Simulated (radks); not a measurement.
Results of a calculation; reference values are marked as such.
All-electron atom: Co20+ in [He] 2s2 2p3 (the NIST ground configuration).

Level of theory: Dirac Kohn-Sham, BLYP, spin-unpolarised, spherical densities, finite nucleus; open shells fill j = l - 1/2 first; Fermi nuclear charge, rms radius 3.7875 fm (a radial shooting solver on a logarithmic mesh with Libxc functionals).

Energy parts (eV):
total: -29434.366
kinetic: 30001.100
electron-nucleus: -62414.964
Hartree: 3851.628
exchange-correlation: -872.130

Orbitals (lengths in bohr, moments of r in powers of bohr):
orbital	occ.	eigenvalue (eV)	<r^4>	<r^2>
1s1/2	2	-8632.324	0.00004549	0.004215
2s1/2	2	-1769.169	0.007823	0.06818
2p1/2	2	-1681.127	0.005241	0.05197
2p3/2	1	-1663.749	0.005463	0.05321

The highest occupied level is 2p3/2 at -1663.7 eV. The electron density at the nucleus is 1.727e+04 e/bohr^3.
